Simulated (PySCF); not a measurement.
NbF6, SMILES [F][Nb-]([F])([F])([F])([F])[F], charge -1, multiplicity 1.

Geometry optimised at PBE-D3(BJ)/def2-SVPD. The multiplicity is an assumed one; no other spin state was optimised. The isomer is the one that the SMILES or the coordinates give; other isomers of the formula were not compared. The def2 effective core potentials stand for the cores of Nb; spin–orbit coupling is left out.

The numbers are results of PySCF with B3LYP/def2-SVPD, not measurements.

Symmetry labels are those of the subgroup D2h that the program uses (full group Oh).

Computed valence orbital energies around the gap with their symmetry:
```csv
orbital,symmetry,energy (eV)
HOMO−7,B2u,-6.83
HOMO−6,B3u,-6.83
HOMO−5,B1u,-6.78
HOMO−4,B2u,-6.78
HOMO−3,B3u,-6.78
HOMO−2,B1g,-6.26
HOMO−1,B2g,-6.26
HOMO,B3g,-6.26
LUMO,B1g,1.47
LUMO+1,B2g,1.47
LUMO+2,B3g,1.47
LUMO+3,Ag,3.86
```
